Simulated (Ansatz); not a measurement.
Reaction (substitution at a C–Al bond): `F[CH2][Al]1[CH2][CH]1F` + `N[SiH2]F` → `FCN[SiH2]F` + `F[CH]1[CH2][AlH]1`

Isolated molecules relaxed with PBE0-D4/def2-TZVP in Ansatz; ΔE leaves out vibrations. CCSD(T)/CBS adds triple-zeta CCSD(T) − MP2 to the extrapolated MP2 energy (def2 sets, frozen cores). DFT in def2-TZVPP. B3LYP here is the variant with VWN-RPA as its local correlation; programs differ in this. One conformer a species, not always the lowest.

```
             level  ΔE (kJ/mol)  difference from CCSD(T)/CBS
            PBE-D4         12.9                          1.4
         r2SCAN-D4         11.9                          0.4
           PBE0-D4          9.6                         -1.9
          B3LYP-D4         10.7                         -0.8
           ωB97X-V          6.0                         -5.5
           ωB97M-V         10.7                         -0.8
            B2PLYP         11.7                          0.2
               PBE         15.1                          3.6
            r2SCAN         12.4                          0.9
              PBE0         11.4                         -0.1
             B3LYP         14.2                          2.7
     HF/def2-TZVPP          1.1                        -10.4
    MP2/def2-TZVPP          8.8                         -2.7
SCS-MP2/def2-TZVPP          7.1                         -4.4
   CCSD/def2-TZVPP          7.4                         -4.1
CCSD(T)/def2-TZVPP          7.8                         -3.7
     HF/def2-QZVPP          1.1                        -10.4
    MP2/def2-QZVPP         10.9                         -0.6
SCS-MP2/def2-QZVPP          9.4                         -2.1
      HF/CBS(def2)          1.1                        -10.4
     MP2/CBS(def2)         12.5                          1.0
    CCSD/CBS(def2)         11.1                         -0.4
       CCSD(T)/CBS         11.5                            0
```

Largest T1 diagnostic among the species: 0.013.

From PBE to PBE0 (25 % exact exchange), in def2-TZVPP and without D4, ΔE moves by −3.6 kJ/mol. The D4 term adds −3.5 kJ/mol with B3LYP and −1.8 kJ/mol with PBE0; it sums over pairs of atoms, weighted by their polarisabilities, and B3LYP, whose exchange is more repulsive, gets the larger term.
